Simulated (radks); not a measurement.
Q: Species: W20+. Configuration: [Kr] 4d10 4f8 (the NIST ground configuration). All-electron calculation, Dirac Kohn-Sham, LDA (Slater exchange, Perdew-Wang correlation), spin-unpolarised, spherical densities, finite nucleus; open shells are shared between the two j in proportion to 2j + 1; Fermi nuclear charge, rms radius 5.3658 fm. Program: a radial shooting solver on a logarithmic mesh with Libxc functionals. Some entries of the table are withheld. Estimate them.

orbital     occ.  eigenvalue (hartree)  r(max) (bohr)  <1/r> (bohr^-1)
1s1/2          2             -2566.912        0.01147            86.97
2s1/2          2             -459.0284        0.06592            21.17
2p1/2          2             -440.0632        0.04897            21.15
2p3/2          4             -390.4040        0.05581            17.77
3s1/2          2             -120.7581         0.1857            7.775
3p1/2          2             -112.2744         0.1737            7.695
3p3/2          4             -101.5187         0.1878            6.821
3d3/2          4             -87.14529         0.1470              (1)
3d5/2          6             -84.80471         0.1509              (2)
4s1/2          2                   (3)         0.4173            3.350
4p1/2          2                   (4)         0.4160            3.253
4p3/2          4                   (5)         0.4439            2.957
4d3/2          4             -27.41198         0.4367            2.781
4d5/2          6             -26.89338         0.4451            2.713
4f5/2    3.42857                   (6)         0.3953            2.431
4f7/2    4.57143                   (7)         0.3988            2.407
5s1/2          0                   (8)         0.8499            1.625
5p1/2          0             -16.70769         0.8756            1.560
5p3/2          0             -15.91723         0.9223            1.465

A: 
(1) 3d3/2 <1/r> (bohr^-1): 6.715
(2) 3d5/2 <1/r> (bohr^-1): 6.509
(3) 4s1/2 eigenvalue (hartree): -39.53015
(4) 4p1/2 eigenvalue (hartree): -35.97499
(5) 4p3/2 eigenvalue (hartree): -33.30538
(6) 4f5/2 eigenvalue (hartree): -19.42166
(7) 4f7/2 eigenvalue (hartree): -19.30586
(8) 5s1/2 eigenvalue (hartree): -18.12110
